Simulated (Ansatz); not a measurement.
`[SiH3][O][Zn][Cl]` + H₂O → `[OH][Zn][O][SiH3]` + HCl at 298.15 K and 1 bar (formal hydrolysis of a Zn–Cl bond).

Calculated with Ansatz (gas phase, PBE0-D4/def2-TZVP geometries, no zero-point term in ΔE). CCSD(T)/CBS is the MP2 limit (def2-TZVPP, def2-QZVPP) plus CCSD(T) − MP2 in def2-TZVPP, frozen cores. This one scheme is used for every species. For Zn outer-core shells are correlated without core-valence functions, which leaves a few kJ/mol of doubt a bond. Scalar relativity is left out up to krypton. One conformer a species, not always the lowest.

```
            species  CCSD(T)/CBS energy (Eh)  H − E (kJ/mol)  S (J/(mol·K))
`[SiH3][O][Zn][Cl]`              -2604.33020            99.8          363.3
                H₂O                -76.37941            66.4          188.7
`[OH][Zn][O][SiH3]`              -2220.29116           131.8          372.3
                HCl               -460.38127            26.6          186.8
```

H − E and S are ideal-gas, rigid-rotor, harmonic terms from PBE0-D4/def2-TZVP, for one conformer and one mirror image of each species. 1 Eh = 2625.50 kJ/mol, R = 8.31446 J/(mol·K).

Task: By hand: ΔE, ΔH, ΔS and ΔG.

Result: ΔE = (-2220.29116) + (-460.38127) − (-2604.33020) − (-76.37941) = 0.03718 Eh = 97.6 kJ/mol. Δ(H − E) = 131.8 + 26.6 − 99.8 − 66.4 = -7.8, so ΔH = 89.8 kJ/mol. ΔS = 372.3 + 186.8 − 363.3 − 188.7 = 7.1 J/(mol·K). ΔG = 89.8 − 298.15 × (7.1)/1000 = 87.7 kJ/mol.

Task: By hand: the equilibrium constant, and the temperature at which ΔG would vanish if ΔH and ΔS stayed fixed.

Result: log₁₀ K = −ΔG/(RT ln 10) = -15.4. ΔG = 0 at ΔH/ΔS = 12648 K, far beyond where these terms or the molecules hold.

The number of gas molecules stays the same, so ΔS is small and ΔH decides. A doubt of 5 kJ/mol in ΔE shifts log₁₀ K by 0.9 here. Other conformers and mirror images would add mixing entropy, several J/(mol·K) or more a flexible species. Modes under 60 cm⁻¹, often nearly free rotors, make the harmonic entropy too high. These are equilibria of isolated gas molecules and say nothing of rates. Largest T1 diagnostic: 0.016 (customary marks: 0.02 for closed shells, 0.045 for open ones).
